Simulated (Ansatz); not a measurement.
Compare A (`[SiH3]C[NH][GaH2]`) with its isomer B (`C[SiH2][GaH][NH2]`).

Calculated with Ansatz (gas phase, PBE0-D4/def2-TZVP geometries, no zero-point term in ΔE). CCSD(T)/CBS is the MP2 limit (def2-TZVPP, def2-QZVPP) plus CCSD(T) − MP2 in def2-TZVPP, frozen cores. Functionals use def2-TZVPP. B3LYP here is the variant with VWN-RPA as its local correlation; programs differ in this. For Ga outer-core shells are correlated without core-valence functions, which leaves a few kJ/mol of doubt a bond. Scalar relativity is left out up to krypton. One conformer a species, not always the lowest.

Question: Which isomer does CCSD(T)/CBS put lower? Give the gap. (Estimate.)

Answer: The calculation gave: B, by 110.6 kJ/mol.

Question: Give E(B) − E(A) in kJ/mol with PBE0-D4, r2SCAN-D4, HF/def2-TZVPP, B3LYP-D4, BLYP-D4, CCSD(T)/def2-TZVPP, ωB97M-V. (Best estimate.)

Answer: Computed: PBE0-D4 -112.3, r2SCAN-D4 -111.9, HF/def2-TZVPP -100.1, B3LYP-D4 -104.3, BLYP-D4 -101.9, CCSD(T)/def2-TZVPP -105.4, ωB97M-V -105.4. None reverses the order clearly.

Question: Does the order hold for the free energy at 298.15 K (harmonic terms from PBE0-D4)? (Estimate.)

Answer: Computed: Yes: G(B) − G(A) = -104.4 kJ/mol, for one conformer each. Modes under 60 cm⁻¹, often nearly free rotors, make the harmonic entropy too high.

Largest T1 diagnostic: 0.015.

At CCSD(T), def2-SVP lies +24.6 kJ/mol from the extrapolated value and def2-TZVPP +5.2 kJ/mol. The D4 term adds +3.7 kJ/mol with B3LYP and +1.8 kJ/mol with PBE0; it sums over pairs of atoms, weighted by their polarisabilities, and B3LYP, whose exchange is more repulsive, gets the larger term.
